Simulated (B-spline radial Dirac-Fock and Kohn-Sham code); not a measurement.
## Co⁷⁺: eigenvalues, ΔSCF and the reference

System: cobalt as Co⁷⁺ in the configuration [Ar] 3d2.

The density-functional columns are spherical, spin-unpolarised Dirac-Kohn-Sham results without Breit or QED terms: −ε is minus the orbital energy of the initial state and ΔSCF the difference of two total energies. The reference in the last column comes from relaxed Dirac-Fock hole states (ΔSCF) with Breit and QED corrections and a finite nucleus. All numbers are from an atomic code on a B-spline grid, in eV; a selection of levels is shown. For the 1s level of heavy atoms much of the gap between ΔSCF and the reference is the Breit and QED part, -12.9 eV here; for other levels the error of the functional can be larger.

| level | PBE −ε | PBE ΔSCF | LDA −ε | LDA ΔSCF | Dirac-Fock |
| --- | --- | --- | --- | --- | --- |
| 1s | 7741.3 | 7913.5 | 7725.0 | 7896.7 | 7884.8 |
| 2s | 1052.5 | 1087.6 | 1050.7 | 1085.9 | 1108.6 |
| 2p1/2 | 933.2 | 974.0 | 932.8 | 973.6 | 974.2 |
| 2p3/2 | 918.4 | 958.6 | 918.0 | 958.2 | 959.7 |
| 3s | 240.1 | 254.6 | 239.5 | 254.0 | 262.2 |
| 3p1/2 | 203.4 | 217.8 | 203.3 | 217.6 | 217.4 |
| 3p3/2 | 201.2 | 215.4 | 201.1 | 215.3 | 215.2 |
| 3d | 141.4 | 155.8 | 141.8 | 156.1 | 154.7 |

Question: Order the estimates of the K (1s) level by their distance from the Dirac-Fock value, nearest first.
A. PBE ΔSCF
B. LDA ΔSCF
C. PBE −ε
D. LDA −ε

Answer: B (11.9 eV), A (28.6 eV), C (143.6 eV), D (159.8 eV).

Values without a named source are computed, but for edge energies of neutral atoms, which are taken from tables.
